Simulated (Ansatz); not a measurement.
`C#C[Si](C)(F)Cl` + H₂Se → `C[Si](F)(Cl)[SeH]` + `C#C` at 600 K and 1 bar (ligand exchange at the Si–C bond).

Program: Ansatz. Geometries: PBE0-D4/def2-TZVP. ΔE: electronic, gas phase. CBS: MP2 limit from def2 TZ/QZ plus the TZ coupled-cluster correction, frozen cores. This one scheme is used for every species. For Se outer-core shells are correlated without core-valence functions, which leaves a few kJ/mol of doubt a bond. Scalar relativity is left out up to krypton. Each species was taken in one conformer, which may not be the lowest.

| species | CCSD(T)/CBS energy (Eh) | H − E (kJ/mol) | S (J/(mol·K)) |
| --- | --- | --- | --- |
| `C#C[Si](C)(F)Cl` | -965.30487 | 227.8 | 465.8 |
| H₂Se | -2401.89790 | 57.0 | 244.8 |
| `C[Si](F)(Cl)[SeH]` | -3289.98488 | 195.9 | 466.5 |
| `C#C` | -77.22717 | 96.2 | 235.4 |

H − E and S are ideal-gas, rigid-rotor, harmonic terms from PBE0-D4/def2-TZVP, for one conformer and one mirror image of each species. 1 Eh = 2625.50 kJ/mol, R = 8.31446 J/(mol·K).

**Question.** By hand: ΔE, ΔH, ΔS and ΔG.

**Answer.** ΔE = (-3289.98488) + (-77.22717) − (-965.30487) − (-2401.89790) = -0.00928 Eh = -24.4 kJ/mol. Δ(H − E) = 195.9 + 96.2 − 227.8 − 57.0 = 7.3, so ΔH = -17.1 kJ/mol. ΔS = 466.5 + 235.4 − 465.8 − 244.8 = -8.7 J/(mol·K). ΔG = -17.1 − 600 × (-8.7)/1000 = -11.9 kJ/mol.

**Question.** By hand: the equilibrium constant, and the temperature at which ΔG would vanish if ΔH and ΔS stayed fixed.

**Answer.** log₁₀ K = −ΔG/(RT ln 10) = 1.0. ΔG = 0 at ΔH/ΔS = 1966 K, though so small a ΔS makes that figure unsure.

The number of gas molecules stays the same, so ΔS is small and ΔH decides. A doubt of 5 kJ/mol in ΔE shifts log₁₀ K by 0.4 here. Other conformers and mirror images would add mixing entropy, several J/(mol·K) or more a flexible species. These are equilibria of isolated gas molecules and say nothing of rates. Largest T1 diagnostic: 0.013 (customary marks: 0.02 for closed shells, 0.045 for open ones).
